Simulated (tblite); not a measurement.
Parent: `[CH3:1][S:2][C@@H:3]1[CH2:4][CH2:5][Si@H:6]1[C:7]#[N:8]` with C1–S2–C3–C4 -75°, S2–C3–C4–C5 -129°, C3–C4–C5–Si6 10°, C4–C5–Si6–C7 -117°, S2–C3–Si6–C5 127°, C5H9NSSi.

Computed geometry: GFN2-xTB, gas phase. One conformer each, not checked by frequencies here.

| coordinate of the parent | value |
| --- | --- |
| C1–S2 | 1.816 Å |
| S2–C3 | 1.818 Å |
| C3–C4 | 1.541 Å |
| C4–C5 | 1.544 Å |
| C5–Si6 | 1.915 Å |
| Si6–C7 | 1.866 Å |
| C7≡N8 | 1.145 Å |
| C3–Si6 | 1.921 Å |
| C1–S2–C3 | 99.5° |
| S2–C3–C4 | 114.9° |
| S2–C3–Si6 | 115.5° |
| C4–C3–Si6 | 91.1° |
| C3–C4–C5 | 100.1° |
| C4–C5–Si6 | 91.3° |
| C5–Si6–C7 | 115.1° |
| C3–Si6–C5 | 76.1° |
| C3–Si6–C7 | 113.1° |
| Si6–C7–N8 | 179.4° |

Problem. How does the shared frame change in `[CH3:1][CH2:2][S:3][C@@H:4]1[CH2:5][CH2:6][Si@H:7]1[C:8]#[N:9]` with C1–C2–S3–C4 -80°, C2–S3–C4–C5 -75°, S3–C4–C5–C6 -126°, C4–C5–C6–Si7 8°, C5–C6–Si7–C8 -116°, S3–C4–Si7–C6 125°, C6H11NSSi? Atoms pair as C1 = C2, S2 = S3, C3 = C4, C4 = C5, C5 = C6, Si6 = Si7, C7 = C8, N8 = N9 (parent first).

Solution. 
```tsv
parent	relative	value in the relative	change
C1–S2	C2–S3	1.829 Å	+0.013
S2–C3	S3–C4	1.819 Å	+0.001
C3–C4	C4–C5	1.542 Å	+0.001
C4–C5	C5–C6	1.544 Å	0.000
C5–Si6	C6–Si7	1.914 Å	-0.001
Si6–C7	Si7–C8	1.866 Å	0.000
C7≡N8	C8≡N9	1.145 Å	0.000
C3–Si6	C4–Si7	1.921 Å	0.000
C1–S2–C3	C2–S3–C4	100.8°	+1.3
S2–C3–C4	S3–C4–C5	114.7°	-0.2
S2–C3–Si6	S3–C4–Si7	114.7°	-0.8
C4–C3–Si6	C5–C4–Si7	91.2°	+0.1
C3–C4–C5	C4–C5–C6	100.2°	+0.1
C4–C5–Si6	C5–C6–Si7	91.4°	+0.1
C5–Si6–C7	C6–Si7–C8	114.5°	-0.6
C3–Si6–C5	C4–Si7–C6	76.2°	+0.1
C3–Si6–C7	C4–Si7–C8	113.0°	-0.1
Si6–C7–N8	Si7–C8–N9	179.1°	-0.3
```

Of the parent's bonds, C1–S2 changes most (+0.013 Å). Bonds of the relative outside the shared frame: C1–C2 1.516 Å. Point group C1 → C1.

Problem. How does the shared frame change in `[CH3:1][S:2][C@@H:3]1[CH2:4][CH2:5][Si@@:6]1([NH2:7])[C:8]#[N:9]` with C1–S2–C3–C4 -75°, C5–Si6–N7–H 171° and -50°, C5H10N2SSi? Atoms pair as C1 = C1, S2 = S2, C3 = C3, C4 = C4, C5 = C5, Si6 = Si6, C7 = C8, N8 = N9 (parent first).

Solution. 
| parent | relative | value in the relative | change |
| --- | --- | --- | --- |
| C1–S2 | C1–S2 | 1.815 Å | -0.001 |
| S2–C3 | S2–C3 | 1.821 Å | +0.003 |
| C3–C4 | C3–C4 | 1.542 Å | +0.001 |
| C4–C5 | C4–C5 | 1.544 Å | 0.000 |
| C5–Si6 | C5–Si6 | 1.909 Å | -0.006 |
| Si6–C7 | Si6–C8 | 1.867 Å | +0.001 |
| C7≡N8 | C8≡N9 | 1.144 Å | -0.001 |
| C3–Si6 | C3–Si6 | 1.928 Å | +0.007 |
| C1–S2–C3 | C1–S2–C3 | 99.7° | +0.2 |
| S2–C3–C4 | S2–C3–C4 | 114.2° | -0.7 |
| S2–C3–Si6 | S2–C3–Si6 | 114.3° | -1.2 |
| C4–C3–Si6 | C4–C3–Si6 | 91.0° | -0.1 |
| C3–C4–C5 | C3–C4–C5 | 100.7° | +0.6 |
| C4–C5–Si6 | C4–C5–Si6 | 91.6° | +0.3 |
| C5–Si6–C7 | C5–Si6–C8 | 117.9° | +2.8 |
| C3–Si6–C5 | C3–Si6–C5 | 76.5° | +0.4 |
| C3–Si6–C7 | C3–Si6–C8 | 113.6° | +0.5 |
| Si6–C7–N8 | Si6–C8–N9 | 179.3° | -0.1 |

Of the parent's bonds, C5–Si6 and C3–Si6 change most and about equally (-0.006 to +0.007 Å). Bonds of the relative outside the shared frame: Si6–N7 1.715 Å. Point group C1 → C1.

Problem. How does the shared frame change in `[CH:1]#[C:2][CH2:3][S:4][C@@H:5]1[CH2:6][CH2:7][Si@H:8]1[C:9]#[N:10]` with C2–C3–S4–C5 -60°, C3–S4–C5–C6 -77°, S4–C5–C6–C7 -130°, C5–C6–C7–Si8 10°, C6–C7–Si8–C9 -118°, S4–C5–Si8–C7 127°, C7H9NSSi? Atoms pair as C1 = C3, S2 = S4, C3 = C5, C4 = C6, C5 = C7, Si6 = Si8, C7 = C9, N8 = N10 (parent first).

Solution. 
| parent | relative | value in the relative | change |
| --- | --- | --- | --- |
| C1–S2 | C3–S4 | 1.844 Å | +0.028 |
| S2–C3 | S4–C5 | 1.815 Å | -0.003 |
| C3–C4 | C5–C6 | 1.541 Å | 0.000 |
| C4–C5 | C6–C7 | 1.544 Å | 0.000 |
| C5–Si6 | C7–Si8 | 1.915 Å | 0.000 |
| Si6–C7 | Si8–C9 | 1.865 Å | -0.001 |
| C7≡N8 | C9≡N10 | 1.145 Å | 0.000 |
| C3–Si6 | C5–Si8 | 1.920 Å | -0.001 |
| C1–S2–C3 | C3–S4–C5 | 99.7° | +0.2 |
| S2–C3–C4 | S4–C5–C6 | 115.2° | +0.3 |
| S2–C3–Si6 | S4–C5–Si8 | 115.8° | +0.3 |
| C4–C3–Si6 | C6–C5–Si8 | 91.2° | +0.1 |
| C3–C4–C5 | C5–C6–C7 | 99.9° | -0.2 |
| C4–C5–Si6 | C6–C7–Si8 | 91.3° | 0.0 |
| C5–Si6–C7 | C7–Si8–C9 | 115.7° | +0.6 |
| C3–Si6–C5 | C5–Si8–C7 | 76.1° | 0.0 |
| C3–Si6–C7 | C5–Si8–C9 | 113.4° | +0.3 |
| Si6–C7–N8 | Si8–C9–N10 | 179.3° | -0.1 |

Of the parent's bonds, C1–S2 changes most (+0.028 Å). Bonds of the relative outside the shared frame: C1≡C2 1.198, C2–C3 1.437 Å. Point group C1 → C1.
